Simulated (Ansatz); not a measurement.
Reaction (formal exchange of groups at the Si–C bond): `C[SiH2]C(N)=O` + `BC#C` → `C#CB[SiH2]C` + `NC=O`

Program: Ansatz. Geometries: PBE0-D4/def2-TZVP. ΔE: electronic, gas phase. CCSD(T)/CBS adds triple-zeta CCSD(T) − MP2 to the extrapolated MP2 energy (def2 sets, frozen cores). This one scheme is used for every species. DFT in def2-TZVPP. B3LYP here is the variant with VWN-RPA as its local correlation; programs differ in this. One conformer a species, not always the lowest.

(1) Is it downhill or uphill in electronic energy at CCSD(T)/CBS, and by how much? (Estimate.)

(2) What do these levels give: PBE-D4, r2SCAN-D4, B3LYP-D4, ωB97M-V, PBE, B3LYP, MP2/def2-TZVPP, CCSD(T)/def2-TZVPP, MP2/def2-QZVPP, HF/CBS(def2), MP2/CBS(def2), CCSD/CBS(def2)? (Best estimate.)

Largest T1 diagnostic among the species: 0.016.

## Answers

(1) Computed: Uphill: ΔE = +0.03 eV.

(2) Computed: PBE-D4 -0.05, r2SCAN-D4 -0.01, B3LYP-D4 0.02, ωB97M-V 0.06, PBE -0.06, B3LYP 0.02, MP2/def2-TZVPP 0.05, CCSD(T)/def2-TZVPP 0.02, MP2/def2-QZVPP 0.06, HF/CBS(def2) 0.04, MP2/CBS(def2) 0.07, CCSD/CBS(def2) 0.03 eV.
